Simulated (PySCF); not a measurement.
BH2, SMILES [BH2+], charge +1. The structure is a stationary point at PBE-D3(BJ)/def2-TZVPD.

Q: Give the equilibrium geometry at PBE-D3(BJ)/def2-TZVPD (PySCF confirms it by a frequency run) as bond lengths and angles, and its point group. (Estimate from the structure and the level; the computed values follow.)

A: point group D∞h.
Atoms: B1 H2 H3. Bond lengths (Å): B1–H2 1.186, B1–H3 1.186. Bond angles (°): H2–B1–H3 180.0.
Charge +1, spin multiplicity 1.
